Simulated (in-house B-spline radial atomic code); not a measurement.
Sn⁴⁺. Computed with a B-spline radial atomic code. Model: all-electron spherical atom, spin shells full or empty, radial basis limit, no spin-orbit coupling: exact exchange with a local potential (Slater, KLI or optimised effective potential, whose far tail is KLI's), no correlation.

Exchange potential has not reached -1/r at the last radius.

The run also made RPA and GW results, which its time includes.

The Slater potential averages the orbital exchange potentials with the orbital densities as weights, KLI adds orbital constants, and the optimised effective potential minimises the exact-exchange energy among local potentials. So their energies lie above Hartree-Fock in the order OEP, KLI, Slater. All fall off as −1/r, unlike LDA and GGA exchange.

Command:
```bash
python run_gw.py task.json out
```
Settings (nuclear radius in fm, other lengths in bohr, energies in hartree):
```
Z                      50
electrons              46
configuration          [Kr] 4d10
hamiltonian            x2c
method                 oep
lmax                   9
rms_radius             4.6519
spin_polarised         False
box_radius             11.96
intervals              99
```

Cost of the run: 4.7 s on 1 thread of Intel(R) Xeon(R) 6975P-C (Granite Rapids), with other jobs on the host.

Given: hamiltonian one-electron scalar X2C; mean-field start exchange-only OEP.

Computed: energy above Hartree-Fock 15.926 millihartree.

```csv
radius (bohr),r times exchange potential (hartree bohr)
0.001,-0.046465
0.00124,-0.05751
0.00155,-0.07167
0.00193,-0.088857
0.0024,-0.10981
0.00299,-0.13557
0.00372,-0.16652
0.00463,-0.20355
0.00576,-0.24697
0.00717,-0.29693
0.00893,-0.3526
0.0111,-0.41101
0.0138,-0.46847
0.0172,-0.51839
0.0214,-0.54889
0.0267,-0.54711
0.0332,-0.51283
0.0413,-0.50056
0.0515,-0.59511
0.064,-0.75572
0.0797,-0.89448
0.0992,-0.9685
0.124,-0.94323
0.154,?
0.191,-0.98427
0.238,-1.2497
0.297,-1.3999
0.369,?
0.459,-1.0467
0.572,-1.0037
0.712,-1.4267
0.886,-1.622
1.1,-1.6381
1.37,-1.5134
1.71,-1.3356
2.13,-1.1918
2.65,-1.1018
```

Problem. What belongs in the row 0.154?

Solution. r times exchange potential (hartree bohr): -0.86104.

Problem. What belongs in the row 0.369?

Solution. r times exchange potential (hartree bohr): -1.3588.

```json
{"occupied": "1s", "level (hartree)": "-1066.3", "Hartree-Fock level (hartree)": "-1080"}
{"occupied": "2s", "level (hartree)": "?", "Hartree-Fock level (hartree)": "?"}
{"occupied": "2p", "level (hartree)": "-146.28", "Hartree-Fock level (hartree)": "-150.61"}
{"occupied": "3s", "level (hartree)": "?", "Hartree-Fock level (hartree)": "?"}
{"occupied": "3p", "level (hartree)": "-27.667", "Hartree-Fock level (hartree)": "-29.334"}
{"occupied": "3d", "level (hartree)": "-19.356", "Hartree-Fock level (hartree)": "-20.445"}
{"occupied": "4s", "level (hartree)": "-6.8308", "Hartree-Fock level (hartree)": "-7.4167"}
{"occupied": "4p", "level (hartree)": "-5.2099", "Hartree-Fock level (hartree)": "-5.5926"}
{"occupied": "4d", "level (hartree)": "-2.8407", "Hartree-Fock level (hartree)": "-2.8415"}
```

Problem. What belongs in the row 2s?

Solution. level (hartree): -162.69; Hartree-Fock level (hartree): -167.78.

Problem. What belongs in the row 3s?

Solution. level (hartree): -33.053; Hartree-Fock level (hartree): -35.097.

```json
{"empty": "5s", "level (hartree)": "-1.9995"}
{"empty": "5p", "level (hartree)": "-1.614"}
{"empty": "5d", "level (hartree)": "?"}
{"empty": "6s", "level (hartree)": "-0.99318"}
```

Problem. What belongs in the row 5d?

Solution. level (hartree): -1.0945.

The highest level, 4d, differs from Hartree-Fock by +0.023 eV and the deepest, 1s, by +375 eV: a local potential can match the highest level but can't give each shell its own exchange.
